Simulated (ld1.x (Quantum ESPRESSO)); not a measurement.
**Before and after: TM potential for N**

N, norm-conserving Troullier–Martins (Kleinman–Bylander form), made with ld1.x (Quantum ESPRESSO) 7.5 (PBE, non-relativistic). Core [He], reference 2s2 2p1 (charge +2). Waves: 2s (bound): rc 0.60 bohr; 2p (bound): rc 1.05 bohr. Local part: the p channel. Core correction: Bessel-smoothed model core inside 0.55 bohr.

Change: local potential the s channel.

Cutoffs: the cutoffs (Ry, on a coarse ladder) from which the occupation-weighted sum of valence levels, in a spherical-Bessel basis at the reference potential, stays within 10 and 1 mRy of its value at 400 Ry; they do not see the model core or the augmentation charge, which bear on the density cutoff. Errors are all-electron minus pseudo energies relative to the spin-unpolarised reference configuration.

**Question.** What does the change do?

**Answer.** Of the 7 tests that both files solve, the error grows in 2 and shrinks in 0 by more than 15 % and 0.3 meV (median size 47.3 → 56.8 meV); neither file shows a bound ghost.

| quantity | base | changed |
| --- | --- | --- |
| cutoff, loose | 230 Ry | 230 Ry |
| cutoff, tight | over 300 Ry | over 300 Ry |
| bound ghosts | none | none |
| error for 2s2 2p3, meV [ΔE -42.46 eV] | +45 | +53 |
| error for 2s2 2p2, meV [ΔE -28.86 eV] | +23 | +25 |
| error for 2s2 2p0, meV [ΔE 47.08 eV] | +74 | +76 |
| error for 2s1 2p3, meV [ΔE -17.11 eV] | +79 | +81 |
| error for 2s1 2p4, meV [ΔE -30.98 eV] | +98 | +106 |
| error for 2s2 2p2.5, meV [ΔE -37.36 eV] | +36 | +41 |
| error for 2s2 2p3.3, meV [ΔE -44.08 eV] | +47 | +57 |
| s: phases at 1.15 bohr within 0.05 rad from the reference energy up to (Ry; the scan ends near 5) | to the end of the scan | to the end of the scan |
| p: phases at 1.15 bohr within 0.05 rad from the reference energy up to (Ry; the scan ends near 5) | to the end of the scan | to the end of the scan |
